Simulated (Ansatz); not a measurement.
C$_{3}$F$_{6}$ (`FC(F)=C(F)C(F)(F)F`) at its PBE0-D4/def2-TZVP geometry, where that method's forces vanish. Total charge 0; spin multiplicity 1.

```csv
atom,x (Å),y (Å),z (Å)
F1,-0.888,-0.593,-1.839
C2,-0.127,-1.066,-0.896
F3,0.220,-2.302,-1.123
C4,0.270,-0.403,0.182
F5,1.051,-1.015,1.069
C6,-0.059,1.008,0.553
F7,-0.840,1.590,-0.352
F8,1.057,1.733,0.672
F9,-0.683,1.049,1.733
```

(1) For each bond, give half the difference of the two atoms' forces along it (eV/Å; positive pushes the atoms apart) under PBE-D4, r2SCAN-D4, B3LYP-D4, ωB97M-V in def2-TZVPP. (Estimate.)

Answers

(1) Computed: 
```
 bond  length (Å)  PBE-D4  r2SCAN-D4  B3LYP-D4  ωB97M-V
F1–C2       1.301    0.49       0.22      0.34     0.30
C2–F3       1.303    0.53       0.24      0.33     0.29
C2–C4       1.326    0.10      -0.02     -0.29    -0.43
C4–F5       1.331    0.51       0.33      0.38     0.36
C4–C6       1.496   -0.59      -0.40     -0.20    -0.05
C6–F7       1.328    0.61       0.28      0.29     0.17
C6–F8       1.336    0.64       0.30      0.29     0.13
C6–F9       1.336    0.64       0.30      0.29     0.13
```

B3LYP here is the variant with VWN-RPA as its local correlation; programs differ in this.
